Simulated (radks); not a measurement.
All-electron calculation, non-relativistic Kohn-Sham, LDA (Slater exchange, Perdew-Wang correlation), spin-polarised, spherical densities, point nucleus. Program: a radial shooting solver on a logarithmic mesh with Libxc functionals. Response by self-consistent Sternheimer equations with the Hartree and adiabatic LDA kernel. Rank Al+, Si2+, Ca8+, S4+, Cl5+, Ar6+, K7+, P3+, Mg (NIST ground configurations) by static dipole polarisability, largest first.

Answer. Mg 71.39, Al+ 23.48, Si2+ 11.31, P3+ 6.485, S4+ 4.117, Cl5+ 2.797, Ar6+ 1.995, K7+ 1.478, Ca8+ 1.127 bohr^3.
